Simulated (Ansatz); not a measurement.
Abridged output of a molecular run in Ansatz:

```
Functional definition: HF
1887 factors; integrals over basis functions are off by at most 1.1e-3 eV
mean field evaluation 1: about -80083.0595 eV, gradient 4.5e1 eV
mean field evaluation 2: about -80083.3998 eV, gradient 4.6e1 eV
mean field evaluation 4: about -80087.6933 eV, gradient 4.6e0 eV
mean field evaluation 8: about -80087.7740 eV, gradient 3.3e-1 eV
mean field evaluation 16: about -80087.7745 eV, gradient 1.1e-6 eV
mean field -80087.77449559 eV, -2943.1714272695 hartree, gradient 1.1e-6 eV, S^2 0.000000; 0 other end points of the search recorded, 0 dependent functions left out
18 core orbitals not correlated: weight in the atoms' cores, before any rotation towards them, 1.000 or more for the frozen orbitals, at most 0.000 for the correlated occupied ones
reference -80087.77449559 eV, -2943.1714272695 hartree; 24, 24 occupied and 270, 270 virtual orbitals, 1887 factors
second order -33.40852574 eV of doubles, -0.00000000 eV of singles
cycle   1  -33.59408072 eV  change   -1.9e-1 eV  update   1.2e-1
cycle   2  -34.34472458 eV  change   -7.5e-1 eV  update   3.3e-2
cycle   3  -34.49791204 eV  change   -1.5e-1 eV  update   1.7e-2
cycle   4  -34.48131416 eV  change    1.7e-2 eV  update   3.6e-3
cycle   5  -34.47978154 eV  change    1.5e-3 eV  update   1.5e-3
cycle   6  -34.48046180 eV  change   -6.8e-4 eV  update   4.4e-4
cycle   7  -34.48012170 eV  change    3.4e-4 eV  update   1.7e-4
cycle   8  -34.48004469 eV  change    7.7e-5 eV  update   4.9e-5
cycle   9  -34.48006705 eV  change   -2.2e-5 eV  update   1.9e-5
perturbative correction -1.23917566 eV, -0.0455388656 hartree
Total energy: -80123.49373830 eV, -2944.4840852278 hartree
```

Its atoms:

Cartesian coordinates in Å:
```
C 0.446 1.966 -0.532
O -0.620 1.067 -0.742
Si -0.842 -0.358 0.007
C 0.480 -1.608 -0.323
F -2.207 -0.907 -0.595
Se -1.074 0.071 2.231
H 0.203 2.901 -1.038
H 0.595 2.169 0.534
H 1.379 1.576 -0.950
H 0.251 -2.558 0.165
H 1.448 -1.260 0.044
H 0.556 -1.786 -1.399
H -0.615 -1.274 2.598
```

Question: Which basis set was used?
A. cc-pV(D+d)Z
B. def2-SVP
C. def2-TZVPP
D. def2-SVPD

Answer: C. It gives 312 functions.

Question: Write the keys of the input that set method, charge and spin (a neutral closed shell needs none for the last two).

Answer: 
```yaml
correlation: {method: ccsd_t}
```
